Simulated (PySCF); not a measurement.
A structure optimised at PBE0-D3(BJ)/def2-SVP, used in a PySCF frequency run:

```
Te
S 1 2.4135
H 2 1.3530 1 96.89
Se 1 2.5236 2 103.31 3 -88.85
H 4 1.4749 1 96.22 2 89.54
```
Charge 0, spin multiplicity 1.

Problem. Write its SMILES and formula.

Solution. S[Te][SeH], H2SSeTe

Problem. What are its rotational constants (standard atomic weights)?

Solution. 4.1482, 1.1909, 0.93865 GHz
